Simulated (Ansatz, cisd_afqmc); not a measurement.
System: P, charge 0, quartet.

Total energies in def2-TZVPP, 5 correlated electrons, 5 frozen orbitals. UHF or UKS for unpaired electrons; spin-orbit terms are left out. Cores are frozen in correlated methods. No relativity. The Monte Carlo rows (phaseless AFQMC, CISD trial, step 0.005/hartree) carry one-sigma bars that omit the constraint's bias. Outlying blocks are dropped, and bars are widened where a walk drifts. Over all cases where full CI ran beside it in this data, AFQMC minus full CI had a median of +0.1 mEh and passed +0.4 mEh in a tenth of the cases. Full CI freezes restricted core orbitals and the other rows unrestricted ones, which leaves a small offset even where coupled cluster is exact.

```
method         program         energy (Eh)  error against FCI (mEh)
----------  ----------  ------------------  -----------------------
HF              Ansatz          -340.70986                   105.74
MP2             Ansatz          -340.79302                    22.59
CCSD            Ansatz          -340.81099                     4.62
CCSD(T)         Ansatz          -340.81484                     0.77
CCSDT(Q)        Ansatz          -340.81575                    -0.15
CCSDTQ          Ansatz          -340.81577                    -0.17
AFQMC/CISD  cisd_afqmc  -340.8157 ± 0.0001               -0.1 ± 0.1
FCI             Ansatz          -340.81561                     0.00
```

Ansatz is an electronic-structure program.
